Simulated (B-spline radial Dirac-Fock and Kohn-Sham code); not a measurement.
## Satellites and hypersatellites of the K lines of Ag²⁺

System: Ag²⁺, configuration [Kr] 4d9.

The run's input, task.json:

```json
{"items": [{
  "Z": 47,
  "q": 2,
  "cfg": [[1, 0, 2], [2, 0, 2], [2, 1, 6], [3, 0, 2], [3, 1, 6], [3, 2, 10], [4, 0, 2], [4, 1, 6], [4, 2, 9]],
  "A": 107,
  "rrms": 4.5454,
  "do": ["binding", "quiet", "double"]
}]}
```

Command: `python xray_run.py task.json out`

Method: ΔSCF Dirac-Fock with Breit, self-energy and vacuum polarisation, finite nucleus, configuration average. Computed with a radial atomic solver. Each two-hole energy is an average over J within one jj subconfiguration, not an observable level; in light atoms, where LS coupling holds, the j-resolved values are not observed lines, and for a K spectator the Kα1 hypersatellite is nearly forbidden. Correlation and solid-state effects are left out.

Lines without a spectator: Kα2 (K-L2) 21988.3 eV, Kα1 (K-L3) 22161.2 eV, Kβ3 (K-M2) 24907.7 eV, Kβ1 (K-M3) 24939.0 eV. Shifts in eV with one spectator hole (a dash: not computed, or left out as unreliable):

```
spectator hole    Kα2    Kα1     Kβ3     Kβ1
    L2 (2p1/2)  +58.0  +72.8       –  +155.1
    L3 (2p3/2)  +57.9  +57.7  +139.1       –
    M2 (3p1/2)      –  +8.07  +18.11  +22.11
    M3 (3p3/2)  +6.13      –  +19.02  +18.43
    M4 (3d3/2)  +0.98  -1.44       –       –
```

Question: Where does the K-L3 hypersatellite lie, emitted when both K electrons are missing?

Answer: +549.4 eV from the normal line, at 22710.6 eV. Removing both K electrons costs 51833.4 eV, which is 740.5 eV more than twice the K binding energy.

With n spectator holes in 2p, averaged over the 2p shell (energies in eV):

```
n     KαLⁿ   step  hypersatellite KαʰLⁿ
0  22103.5      –               22648.0
1  22165.4  +61.8               22711.2
2  22228.4  +63.1               22775.7
3  22292.7  +64.3               22841.4
4  22358.3  +65.5               22908.3
5  22425.1  +66.8               22976.5
```
